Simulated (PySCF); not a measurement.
# Worked example: entropy of an ideal gas

Si(Cl)(Br)(NH2)2 (BrClH₄N₂Si), SMILES N[Si](N)(Cl)Br.

Coordinates come from a PBE-D3(BJ)/def2-SVP optimisation. The structure was generated by enumeration, and PubChem lists no compound with its InChIKey, so it may never have been made. One conformer was computed; it need not be the lowest.

PBE-D3(BJ)/def2-SVP in PySCF gives the harmonic wavenumbers 130, 164, 219, 223, 244, 264, 380, 405, 417, 446, 524, 801, 813, 860, 926, 1475, 1480, 3489, 3491, 3593, 3595 cm⁻¹ and the rotational temperatures 0.1200, 0.0594, 0.0510 K. The molar mass is 175.49 g/mol, the symmetry number 1, the spin multiplicity 1.

**Question.** Work out the entropy at 298.15 K and 1 atm in the rigid-rotor, harmonic-oscillator model.

**Answer.** 
Translation (Sackur–Tetrode at 1 atm): S = R[1.5 ln M + 2.5 ln T − 1.16487] = 173.2 J/(mol K).
Rotation: q = (√π/σ) T^1.5/√(θA θB θC) = 479000, S = R[ln q + 3/2] = 121.2 J/(mol K).
Vibration: with u = 1.4388 ν/T, each mode gives R[u/(e^u − 1) − ln(1 − e^−u)]:
```csv
ν (cm⁻¹),modes,u,S (J/(mol K))
130,1,0.63,12.33
164,1,0.79,10.47
219,1,1.06,8.23
223,1,1.08,8.09
244,1,1.18,7.42
264,1,1.27,6.84
380,1,1.83,4.35
405,1,1.95,3.95
417,1,2.01,3.77
446,1,2.15,3.38
524,1,2.53,2.51
801,1,3.87,0.86
813,1,3.92,0.82
860,1,4.15,0.68
926,1,4.47,0.53
1475,1,7.12,0.05
1480,1,7.14,0.05
```
The stiffer modes add less than 0.005 each. Sum 74.4 J/(mol K).
Spin: R ln 1 = 0.0 J/(mol K).
Total 368.8 J/(mol K); the program's own thermochemistry gives 368.8. Translation makes up 47 % and vibration 20 %. Anharmonicity, hindered rotation and orbital degeneracy are left out.
